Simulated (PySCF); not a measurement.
Bonds (- single, = double, # triple, : aromatic): C1-C2, C2#C3, C3-C4, C4-C5, C4-C6, C6=O7, C4-C8, C8-C9, C8-Si10. C1 carries H11, H12, H13; C5 carries H14, H15, H16; C6 carries H17; C8 carries H18; C9 carries H19, H20, H21; Si10 carries H22, H23, H24. Stereochemistry as in CC#C[C@@](C)(C=O)[C@H](C)[SiH3].

[PySCF 2.14.0 with density-fitted response routines: coordinates at the GFN2-xTB level; PBE0/pcSseg-1 with gauge-including orbitals; no solvent; a single conformation; non-relativistic; equivalent nuclei averaged]

Referencing at the same level of theory: 13C against TMS.

**Question.** Do the 13C shifts follow the atomic charges (in e)? Tabulate both.

**Answer.** 
```tsv
atoms	hybridisation	δ (ppm)	σ para (ppm)	Hirshfeld	IAO	Mulliken	ESP-fitted
C6	sp2	214.3	-280	+0.15	+0.28	+0.43	+0.35
C2	sp	91.5	-176	-0.04	-0.05	-0.43	+0.33
C3	sp	86.8	-167	-0.05	-0.09	+0.30	-0.72
C4	sp3	50.6	-111	+0.02	-0.02	-0.69	+0.61
C8	sp3	26.4	-89	-0.10	-0.36	-0.45	+0.13
C5	sp3	26.4	-86	-0.11	-0.40	-0.11	-0.59
C9	sp3	18.5	-80	-0.12	-0.41	-0.20	-0.51
C1	sp3	4.7	-73	-0.10	-0.44	-0.18	-0.57
```

Correlation coefficients of δ with charge over these carbons: Hirshfeld +0.91, IAO +0.93, Mulliken +0.62, ESP-fitted +0.45; with the paramagnetic shielding -0.99. Among the 5 sp3 carbons alone: Hirshfeld +0.80, IAO +0.91, Mulliken -0.81, ESP-fitted +0.84. With so few points, grouped by hybridisation, these coefficients are fragile. Charge is one influence among several: hybridisation and low-lying excitations act through the paramagnetic term.

Shifts are as computed. Against solution values, carbons near 30 ppm lie about +3 ppm off and those near 130 ppm about +5 ppm. Of 1309 compounds with measured shifts, 239 miss one by over three times the rms of a fit or turn the order of signals round; such compounds aren't used in these exercises.
